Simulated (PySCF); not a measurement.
C₇H₁₃NOSi: full NMR table

```yaml
Formula: C7H13NOSi
SMILES: CC(C)O[Si@H]1C[C@@H](C#N)C1
InChI: InChI=1S/C7H13NOSi/c1-6(2)9-10-4-7(3-8)5-10/h6-7,10H,4-5H2,1-2H3/t7-,10+
Point_group_of_the_computed_structure: C1
Degrees_of_unsaturation: 3
Carbon_signals: 5
Proton_signals: 6
```

Bonds (- single, = double, # triple, : aromatic): C1-C2, C2-C3, C2-O4, O4-Si5, Si5-C6, C6-C7, C7-C8, C8#N9, C7-C10, C10-Si5. C1 carries H11, H12, H13; C2 carries H14; C3 carries H15, H16, H17; Si5 carries H18; C6 carries H19, H20; C7 carries H21; C10 carries H22, H23. Stereochemistry as in CC(C)O[Si@H]1C[C@@H](C#N)C1. H20, H23 are cis to O4 on the ring; H19, H22 are trans to O4 on the ring.

- GFN2-xTB geometry
- NMR shieldings at PBE0/pcSseg-1/GIAO
- run in PySCF 2.14.0 with density-fitted response routines
- averaged over atoms made equivalent by symmetry, fast rotation or ring inversion, one computed conformer, no solvent model, non-relativistic

Scale: 1H (σ = 31.72 ppm) and 13C (σ = 186.93 ppm) and 29Si (σ = 349.16 ppm) against TMS; NH3 for 15N (σ = 267.73 ppm); 17O (σ = 336.08 ppm) against H2O (reference shieldings calculated alike).

| carbon | δC, type | δH (multiplicity) | HMBC from (2–3 bonds) | span of the C tensor (ppm) |
| --- | --- | --- | --- | --- |
| C1/C3 | 27.7, CH3 | 1.31 (d) | H14, H11/H12/H13/H15/H16/H17 | 45 |
| C2 | 71.3, CH | 3.98 (sept) | H18, H11/H12/H13/H15/H16/H17 | 72 |
| C6/C10 | 30.3, CH2 | H19 1.92 (m); H20 2.05 (m) | H18, H21, H20/H23, H19/H22 | 65 |
| C7 | 13.4, CH | 2.41 (m) | H18, H20/H23, H19/H22 | 18 |
| C8 | 129.2, C | – | H21, H20/H23, H19/H22 | 362 |

Other nuclei:
```csv
atoms,nucleus,environment,δ (ppm),σ (ppm)
H18,1H,"hydrogen on a silicon bonded to 2 C, O, in a 4-membered ring",5.36,26.36
Si5,29Si,"silicon bonded to 2 C, O, H, in a 4-membered ring",-14.1,363.3
N9,15N,nitrile nitrogen,294.4,-26.7
O4,17O,"oxygen bonded to C, Si",85.6,250.5
```

- Carbon types of the structure: 1 × C, 2 × CH, 2 × CH2, 2 × CH3, leaving 1 H on heteroatoms.
- δC 129.2: nitrile carbon; C≡N carbons fall here, among the sp2 signals but without a proton.
- δC 71.3: sp3 CH bonded to O; pulled downfield by the heteroatom.
- δC 27.7: methyl carbon; saturated and bonded to C and H only.
- δC 13.4: sp3 CH α to a nitrile; saturated and bonded to C and H only.
- δH 3.98: hydrogen on an sp3 CH bonded to O; its carbon carries O, which withdraws density.

Shifts are as computed. Against solution values, carbons near 30 ppm lie about +3 ppm off and those near 130 ppm about +5 ppm. Of 1211 compounds with measured shifts, 218 miss one by over three times the rms of a fit or turn the order of signals round; such compounds aren't used in these exercises. Experimental scales use liquid or dissolved standards, which lie at an offset from isolated NH3 (liquid NH3: subtract about 20 ppm) and H2O (liquid H2O: subtract about 36 ppm). Unscaled 15N shifts of sp2 nitrogen come out 20 to 40 ppm too high even then. Multiplicities follow the n + 1 count of equivalent neighbours, as no J values were calculated; m marks all less simple cases, F and P coupling included.
